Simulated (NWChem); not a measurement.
Species: C$_{2}$H$_{5}$NOSi; SMILES O=C/C=N/[SiH3]

```xyz
10

O      0.2748    -2.9465     0.0000
C     -0.3788    -1.9256     0.0000
C      0.2522    -0.5613     0.0000
N     -0.4886     0.4714     0.0000
Si     0.1004     2.1333     0.0000
H     -1.4880    -1.9130     0.0000
H      1.3553    -0.5669     0.0000
H     -0.4413     2.7948    -1.2121
H      1.5911     2.2187     0.0000
H     -0.4413     2.7948     1.2121
```
Atoms are numbered in this order, from 1.

All runs: NWChem. Geometry: optimised at B3LYP/6-31G* (spherical d). Hybrids' shares of exact exchange are those that their runs print; pure functionals count as 0. The functionals differ in more than this share.

| row | share of exact exchange | highest occupied level (eV) |
|---|---|---|
| PBE/def2-TZVP | 0.00 | -6.06 |
| LDA (Slater exchange, VWN5)/def2-TZVP | 0.00 | -6.19 |
| B3LYP/def2-TZVP | 0.20 | -7.35 |
| PBE0/def2-TZVP | 0.25 | -7.56 |
| Hartree-Fock/def2-TZVP | 1.00 | withheld |

Problem. Fit a straight line of the last column on the one before it, predict the withheld value, and compare with the run.

Solution. 
1. Means of the 4 shown rows: x = 0.113, y = -6.790. Slope Σ(x − x̄)(y − ȳ)/Σ(x − x̄)² = -0.3045/0.05188 = -5.870; intercept -6.130.
2. The shown rows scatter about the line by 0.055 (root mean square); the largest residual is +0.07, at PBE/def2-TZVP.
3. At x = 1.00 (Hartree-Fock/def2-TZVP; beyond the shown range) the line gives -12.00.
4. The run gives -11.27, +0.73 from the line, 13.3 times the scatter.
